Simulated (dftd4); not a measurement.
Br$_{3}$Sn, charge +1, singlet, at a GFN2-xTB geometry (such geometries of metal compounds can be far from the true shape); D4 for blyp (dftd4).

Input for dftd4:
```
$ dftd4 mol.xyz --func blyp --charge 1 --json dftd4.json --noedisp --property

# file mol.xyz
4

Sn    -0.00000000     0.00000000     0.00000000
Br    -1.99407378    -1.54743063    -0.18843106
Br    -0.04903946     2.26951936    -1.11948875
Br     2.04311323    -0.72208873     1.30791981
```

It wrote (shortened):

```
                    ____  _____ _____     ____  _  _
      -------------|  _ \|  ___|_   _|---|  _ \| || |------------
     |             | | | | |_    | | ___ | | | | || |_           |
     |             | |_| |  _|   | ||___|| |_| |__   _|          |
     |             |____/|_|     |_|     |____/   |_|            |
     |             ===================================           |
     |            E. Caldeweyher, S. Ehlert & S. Grimme          |
     |          Mulliken Center for Theoretical Chemistry        |
     |                    University of Bonn                     |
      -----------------------------------------------------------

Rational (Becke-Johnson) damping: blyp-D4-ATM
---------------------
  s6         1.0000
  s8         2.3408
  s9         1.0000
  a1         0.4449
  a2         4.0933
 alp        16.0000
--------------------

Atomic data, radii in Ångström:
------------------------------------------------------
   Z          R(cov)      r4/r2   hardness         EN
------------------------------------------------------
  50 Sn       1.6800     3.4228     0.3185     1.9600
  35 Br       1.5200     2.4294     0.4345     2.9600
------------------------------------------------------

Atomic reference systems (in atomic units):
----------------------------------------------------------------------------
   Z        #      CN     q+Z       C6(AA)   #      CN     q+Z       C6(AA)
----------------------------------------------------------------------------
  50 Sn     1  0.0000 22.0000     636.6934   2  0.9004 22.0360     540.2135
            3  1.8469 22.0437     501.2867   4  2.7705 22.0346     405.6063
            5  3.7047 22.0142     335.5240
  35 Br     1  0.0000 35.0000     167.8010   2  0.8714 34.8551     184.6349
----------------------------------------------------------------------------

Atomic properties (in atomic units):
----------------------------------------------------------------------------
     #    Z              CN          q      C6(AA)        C8(AA)   alpha(0)
----------------------------------------------------------------------------
     1   50 Sn       2.4893     0.5699    380.0150    47696.0969    38.8597
     2   35 Br       0.8298     0.1434    176.6697    11170.6458    21.4440
     3   35 Br       0.8298     0.1434    176.6697    11170.6458    21.4440
     4   35 Br       0.8298     0.1434    176.6697    11170.6458    21.4440
----------------------------------------------------------------------------

Molecular properties (in atomic units):
----------------------------------------
 molecular C6                3500.0118
 molecular C8              284527.5610
----------------------------------------

Dispersion energy:      -1.2657467565490E-02 Eh

[Info] JSON dump of results written to 'dftd4.json'
```
